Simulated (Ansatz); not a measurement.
`S[SiH](Cl)CCl` + CH₄ → `C[SiH](S)Cl` + `CCl` at 700 K and 1 bar (formal exchange of groups at the Si–C bond).

Gas-phase electronic energies from Ansatz, PBE0-D4/def2-TZVP geometries. CCSD(T)/CBS is the MP2 limit (def2-TZVPP, def2-QZVPP) plus CCSD(T) − MP2 in def2-TZVPP, frozen cores. This one scheme is used for every species. One conformer a species, not always the lowest.

```csv
species,CCSD(T)/CBS energy (Eh),H − E (kJ/mol),S (J/(mol·K))
`S[SiH](Cl)CCl`,-1646.95956,206.7,488.6
CH₄,-40.46206,145.9,224.0
`C[SiH](S)Cl`,-1187.79090,221.6,448.1
`CCl`,-499.63220,131.4,278.6
```

H − E and S are ideal-gas, rigid-rotor, harmonic terms from PBE0-D4/def2-TZVP, for one conformer and one mirror image of each species. 1 Eh = 2625.50 kJ/mol, R = 8.31446 J/(mol·K).

By hand: ΔE, ΔH, ΔS and ΔG.

ΔE = (-1187.79090) + (-499.63220) − (-1646.95956) − (-40.46206) = -0.00148 Eh = -3.9 kJ/mol. Δ(H − E) = 221.6 + 131.4 − 206.7 − 145.9 = 0.4, so ΔH = -3.5 kJ/mol. ΔS = 448.1 + 278.6 − 488.6 − 224.0 = 14.1 J/(mol·K). ΔG = -3.5 − 700 × (14.1)/1000 = -13.4 kJ/mol.

By hand: the equilibrium constant, and the temperature at which ΔG would vanish if ΔH and ΔS stayed fixed.

log₁₀ K = −ΔG/(RT ln 10) = 1.0. ΔH and −TΔS have one sign here, so there is no such temperature.

TΔS isn't small against ΔH here. A doubt of 5 kJ/mol in ΔE shifts log₁₀ K by 0.4 here. Other conformers and mirror images would add mixing entropy, several J/(mol·K) or more a flexible species. These are equilibria of isolated gas molecules and say nothing of rates. Largest T1 diagnostic: 0.010 (customary marks: 0.02 for closed shells, 0.045 for open ones).
